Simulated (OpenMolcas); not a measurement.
**neutral holmium: effect of the IPEA shift**

```yaml
Program: OpenMolcas 26.06
Basis: ANO-RCC-VTZP [8s7p5d3f2g1h]
Scalar_Hamiltonian: DKH2, point nucleus
Active_space: 11 electrons in 7 orbitals (4f)
State_averaging: 2S+1 = 4 odd, 35 roots (30 in the spin-orbit step); 2S+1 = 2 odd, 112 roots (43 in the spin-orbit step)
Spin-orbit_coupling: RASSI with atomic mean-field integrals over the reference wave functions, term energies averaged over their components
```

Methods on the same reference wave functions:
A. CASSCF
B. SS-CASPT2, IPEA 0 Eh, imaginary shift 0.1 Eh (closed shells correlated: 5s 5p 6s)
C. SS-CASPT2, IPEA 0.25 Eh, imaginary shift 0.1 Eh (closed shells correlated: 5s 5p 6s)

Energies in cm-1 above 4f11 6s2 4I* 15/2, the measured ground level; measured values from NIST Handbook of Basic Atomic Spectroscopic Data.

```
                   Level      A      B      C  Measured
       4f11 6s2 4I* 15/2    0.0    0.0    0.0       0.0
       4f11 6s2 4I* 13/2   5552   5610   5600      5420
       4f11 6s2 4I* 11/2   9143   8780   8870      8605
 4f11 6s2 4I* 9/2 [56 %]  11573  10530  10780     10696
 4f11 6s2 4F* 9/2 [60 %]  17352  13560  14010          
4f11 6s2 2H* 11/2 [68 %]  20496  17190  17660          
 4f11 6s2 4S* 3/2 [72 %]  21396  16650  17300          
        4f11 6s2 4F* 7/2  22674  18360  18890          
        4f11 6s2 4F* 5/2  24695  20230  20770          
 4f11 6s2 4F* 3/2 [65 %]  24735  20090  20680          
       4f11 6s2 2K* 15/2  29759  26180  26760          
       4f11 6s2 4G* 11/2  29983  24840  25210          
 4f11 6s2 2G* 7/2 [71 %]  30334  25790  26450          
 4f11 6s2 4G* 9/2 [60 %]  30535  25720  26120
```

Deviations, from unrounded energies. A percentage is the sum of absolute deviations over the sum of measured energies, with the sign that they share, or ± where signs differ.

| Against measurement | Levels | A | B | C |
| --- | --- | --- | --- | --- |
| mean absolute deviation (cm-1) | 3 | 520 | 180 | 180 |
| fine structure of the ground term (%) | 3 | +6.3 | ±2.2 | +2.1 |

B, C lie about equally close to measurement and A furthest from it. The largest miss of C in the table is 4f11 6s2 4I* 11/2, by +260 cm-1. The ranking rests on the paired levels alone, and a cruder setting can come out closer through cancelling errors.

Between B and C the level of the table that moves most is 4f11 6s2 2G* 7/2 [71 %], by 650 cm-1 (lowest in B, highest in C). Moves below CASPT2's spread within the term are not significant.

The two smallest mean deviations differ by little beside CASPT2's spread within terms, so their order carries little weight.

From A to B the spin-free energies of the other terms of 4f11 6s2 shown, above 4I*, scale by factors of 0.73 to 0.85, as is usual when dynamic correlation screens the repulsion within a d or f shell.

The lowest spin-free term lies below A's lowest term by 1.076 hartree in B, 1.064 hartree in C.

CASPT2 breaks the degeneracy within a term, and the mean is taken; among the terms shown or strongly mixed into the levels shown the widest spread is 1300 cm-1 (4f11 6s2 4I*, B). High states are left out of the spin-orbit mixing, which shifts the levels that they would mix with. With the s shell closed, the reference lacks s² → p² mixing. Without dynamic correlation excited terms often stand tens of per cent too high (terms of higher spin than the ground term too low), and those without a measured partner can miss by more than the paired ones (holds for A). The CASPT2 spread within a term exceeds the gap to the next term for 4f11 6s2 4S* and 4f11 6s2 4F*, 4f11 6s2 4G* and 4f11 6s2 2K*, so the order of their levels is uncertain, and so are names and mixing where such terms share a J (holds for B). Measured partners are found by configuration, term and J. A level has none where our copy of the source lacks it or the pairing is in doubt (some pairs that miss far off the trend of their configuration count as doubtful), and it then counts in no deviation. Levels of configurations outside the active space are missing. The table leaves out levels that lie high or whose names do not pair safely across all columns.

A share in square brackets marks a mixed level and gives the weight of the term that names it, the lowest over the columns. * marks odd parity.
